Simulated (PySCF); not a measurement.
C$_{6}$H$_{4}$Cl (SMILES Clc1[c]cccc1), doublet, at a GFN2-xTB geometry; DF-REVPBE/6-31G* in PySCF.

Here is a job for PySCF.
```python
from pyscf import gto, scf, dft

mol = gto.Mole()
mol.atom = '''
    Cl    2.177078   -0.591861   -0.072876
    C     0.500236   -0.172433   -0.017056
    C    -0.488838   -1.110944    0.005753
    C    -1.818750   -0.828699    0.049594
    C    -2.194145    0.514788    0.072750
    C    -1.219601    1.496674    0.050765
    C     0.124006    1.170977    0.006126
    H    -2.564645   -1.608234    0.066182
    H    -3.241350    0.775637    0.107601
    H    -1.508291    2.537416    0.068637
    H     0.886510    1.934632   -0.011115
'''
mol.basis = '6-31g*'
mol.charge = 0
mol.spin = 1
mol.verbose = 4
mol.build()

mf = dft.UKS(mol)
mf.xc = 'revpbe'
mf = mf.density_fit(auxbasis='def2-universal-jkfit')
mf.kernel()
```

The log (banner, timings and long lists left out):

```
PySCF version 2.14.0

[INPUT] verbose = 4
[INPUT] num. atoms = 11
[INPUT] num. electrons = 57
[INPUT] charge = 0
[INPUT] spin (= nelec alpha-beta = 2S) = 1
[INPUT] symmetry False subgroup None
[INPUT] Mole.unit = angstrom
[INPUT] Symbol           X                Y                Z      unit          X                Y                Z       unit  Magmom
[INPUT]  1 Cl     2.177078000000  -0.591861000000  -0.072876000000 AA    4.114081171816  -1.118455193811  -0.137715681054 Bohr   0.0
[INPUT]  2 C      0.500236000000  -0.172433000000  -0.017056000000 AA    0.945309037648  -0.325851144837  -0.032231168781 Bohr   0.0
[INPUT]  3 C     -0.488838000000  -1.110944000000   0.005753000000 AA   -0.923769939280  -2.099379899729   0.010871594395 Bohr   0.0
[INPUT]  4 C     -1.818750000000  -0.828699000000   0.049594000000 AA   -3.436939389053  -1.566014149701   0.093719077422 Bohr   0.0
[INPUT]  5 C     -2.194145000000   0.514788000000   0.072750000000 AA   -4.146333127584   0.972808332213   0.137477575562 Bohr   0.0
[INPUT]  6 C     -1.219601000000   1.496674000000   0.050765000000 AA   -2.304711871246   2.828303957757   0.095931946714 Bohr   0.0
[INPUT]  7 C      0.124006000000   1.170977000000   0.006126000000 AA    0.234337377803   2.212825828165   0.011576462239 Bohr   0.0
[INPUT]  8 H     -2.564645000000  -1.608234000000   0.066182000000 AA   -4.846476656735  -3.039121804214   0.125065854376 Bohr   0.0
[INPUT]  9 H     -3.241350000000   0.775637000000   0.107601000000 AA   -6.125263773859   1.465741502079   0.203336420729 Bohr   0.0
[INPUT] 10 H     -1.508291000000   2.537416000000   0.068637000000 AA   -2.850256906146   4.795021304089   0.129705132012 Bohr   0.0
[INPUT] 11 H      0.886510000000   1.934632000000  -0.011115000000 AA    1.675261106688   3.655924631820  -0.021004305875 Bohr   0.0

nuclear repulsion = 305.293296691812
number of shells = 52
number of NR pGTOs = 229
number of NR cGTOs = 110
basis = 6-31g*
ecp = {}

******** <class 'pyscf.df.df_jk.DFUKS'> ********
method = DFUKS
initial guess = minao
damping factor = 0
level_shift factor = 0
DIIS = <class 'pyscf.scf.diis.CDIIS'>
diis_start_cycle = 1
diis_space = 8
diis_damp = 0
SCF conv_tol = 1e-09
SCF conv_tol_grad = None
SCF max_cycles = 50
direct_scf = False
number electrons alpha = 29  beta = 28
XC library pyscf.dft.libxc version 7.1.2
    S. Lehtola, C. Steigemann, M. J. T. Oliveira, and M. A. L. Marques,  SoftwareX 7, 1–5 (2018)
XC functionals = revpbe
    Y. Zhang and W. Yang,  Phys. Rev. Lett. 80, 890 (1998)
    J. P. Perdew, K. Burke, and M. Ernzerhof,  Phys. Rev. Lett. 77, 3865 (1996)
    J. P. Perdew, K. Burke, and M. Ernzerhof,  Phys. Rev. Lett. 78, 1396 (1997)
radial grids:
    Treutler-Ahlrichs [JCP 102, 346 (1995); DOI:10.1063/1.469408] (M4) radial grids

becke partition: Becke, JCP 88, 2547 (1988); DOI:10.1063/1.454033
pruning grids: <function nwchem_prune>
grids dens level: 3
symmetrized grids: False
atomic radii adjust function: <function treutler_atomic_radii_adjust>
small_rho_cutoff = 0
Set gradient conv threshold to 3.16228e-05
tot grids = 142824
init E= -691.971405508524

cycle= 1 E= -690.935760236372  delta_E= 1.04  |g|= 0.301  |ddm|= 2.66
cycle= 2 E= -690.87578624172  delta_E= 0.06  |g|= 0.447  |ddm|= 0.874
cycle= 3 E= -690.975232658556  delta_E= -0.0994  |g|= 0.144  |ddm|= 0.607
cycle= 4 E= -690.988190206372  delta_E= -0.013  |g|= 0.0308  |ddm|= 0.203
cycle= 5 E= -690.988626069347  delta_E= -0.000436  |g|= 0.0146  |ddm|= 0.0563
cycle= 6 E= -690.988744352221  delta_E= -0.000118  |g|= 0.00555  |ddm|= 0.0248
cycle= 7 E= -690.988757462535  delta_E= -1.31e-05  |g|= 0.00356  |ddm|= 0.01
cycle= 8 E= -690.988766453817  delta_E= -8.99e-06  |g|= 0.000794  |ddm|= 0.00511
cycle= 9 E= -690.988767436094  delta_E= -9.82e-07  |g|= 0.000496  |ddm|= 0.00229
cycle= 10 E= -690.98876762424  delta_E= -1.88e-07  |g|= 0.000237  |ddm|= 0.000881
cycle= 11 E= -690.988767692196  delta_E= -6.8e-08  |g|= 5.81e-05  |ddm|= 0.000606
cycle= 12 E= -690.988767694128  delta_E= -1.93e-09  |g|= 6.69e-05  |ddm|= 0.000181
cycle= 13 E= -690.98876769594  delta_E= -1.81e-09  |g|= 3.89e-05  |ddm|= 0.000109
cycle= 14 E= -690.988767696908  delta_E= -9.69e-10  |g|= 1.18e-05  |ddm|= 5.91e-05
Extra cycle  E= -690.988767696662  delta_E= 2.46e-10  |g|= 2.45e-05  |ddm|= 4.05e-05
converged SCF energy = -690.988767696662  <S^2> = 0.75679412  2S+1 = 2.0067826
```
